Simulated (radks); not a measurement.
Values are calculated unless marked as measured or tabulated.
Species: Re2+. Configuration: [Kr] 4d10 4f14 5s2 5p5.75 5d5 6d0.25 (fractional occupations, a model configuration). Level of theory: scalar-relativistic Kohn-Sham, r2SCAN, spin-polarised, spherical densities, finite nucleus; open shells are filled with parallel spins first (spin-orbit coupling, left out, can overturn this in heavy ions); meta-GGA in the generalised Kohn-Sham scheme; Fermi nuclear charge, rms radius 5.3698 fm (a radial shooting solver on a logarithmic mesh with Libxc functionals).

Radial electron density D(r) = 4 pi r^2 rho(r):

```
   r/bohr * D(r) (the largest magnitude, 137, reaches the edge; | marks zero)
 0.001761 |       *
 0.002425 |           *
  0.00334 |                *
 0.004637 |                        *
 0.006385 |                               *
 0.008793 |                                      *
  0.01211 |                                        *
  0.01681 |                                      *
  0.02315 |                                    *
  0.03188 |                                        *
   0.0439 |                                                   *
  0.06095 |                                                      *
  0.08393 |                                             *
   0.1156 |                                            *
   0.1592 |                                                  *
    0.221 |                                   *
   0.3043 |                          *
    0.419 |                               *
   0.5771 |                    *
   0.8011 |         *
    1.103 |     *
    1.519 |  *
    2.092 |*
    2.904 *
        4 *
    5.508 *
    7.585 *
    10.53 *
```

D(r) has 4 maxima, at r = 0.0121, 0.0558, 0.154, 0.409 bohr, and minima at 0.0233, 0.100, 0.288 bohr, inside which lie 1.89, 11.05, 29.81 electrons.
